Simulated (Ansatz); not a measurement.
# Which is lower?

Two relaxed structures of BH4SeO (charge +1), singlet (PBE0-D4/def2-TZVP; forces vanish, vibrations not checked).

A:

B1  (-1.295, 0.301, -0.686)
Se2  (0.520, -0.018, -0.999)
O3  (1.137, -0.286, 0.864)
H4  (-1.804, 0.484, -1.756)
H5  (-1.824, 0.315, 0.374)
H6  (1.778, 0.381, 1.165)
H7  (1.487, -1.177, 1.038)
(Å)

B:

```
7
angstrom
B -1.1791 0.3416 -0.7249
Se 0.6392 -0.5129 -0.9337
O 1.4619 -0.3466 0.5902
H -1.7325 0.4849 -1.7635
H -1.5437 0.5917 0.3736
H 1.2026 0.4514 1.0763
H 1.1628 0.6654 -1.6822
```

Ansatz 0.2.0; basis: def2-TZVPP; cores frozen in the correlated methods. Filled d shells of the heavier atoms are correlated. The def2 sets are not built for correlating such inner shells, so the correlated values are less sure here. B3LYP uses VWN-RPA correlation.

Which structure is lower at CCSD(T), and by how much? (To be estimated.)

Computed: A, by 0.688 eV (electronic energy, against the other). By their contacts, A is BH₄SeO ([BH2][Se][OH2]), total charge +1 and B is BH₄SeO ([BH2][SeH][OH]), total charge +1.

All methods give the same order:

```csv
method,E(B) − E(A) (eV)
PBE-D4,0.782
r2SCAN-D4,0.734
PBE0-D4,0.747
B3LYP-D4,0.785
wB97M-V,0.818
HF,0.723
MP2,0.653
CCSD,0.691
CCSD(T),0.688
```

No T1 diagnostic of these runs exceeds 0.014.

Labels in which every atom is bracketed show which atoms are joined, not bond orders.

For scale, one of the runs: CCSD(T)/def2-TZVPP, 166 basis functions, launched by `ansatz run in.yaml --threads 2 --pin off --events-out ev --progress --plain --max-ram 4352MiB`. The run took 39 s on 2 CPU threads of an AMD EPYC 7R43 (shared host), with 1.4 GiB of host memory at its peak.
